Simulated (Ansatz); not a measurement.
Problem. Name a neutral molecule of B, C, Zn and H with size of the dipole moment (ωB97M-V/def2-TZVPP) between 1.05 and 1.35 D and size of the dipole moment (PBE/def2-TZVPP) between 1.25 and 1.55 D (Ansatz, PBE0-D4/def2-TZVP geometry).

Solution. `C[BH][ZnH]` (1.21 D, 1.39 D); `C[B](C)[ZnH]` (1.35 D, 1.51 D). Other molecules can fit too; these were computed, each in one conformer that needn't be the lowest.
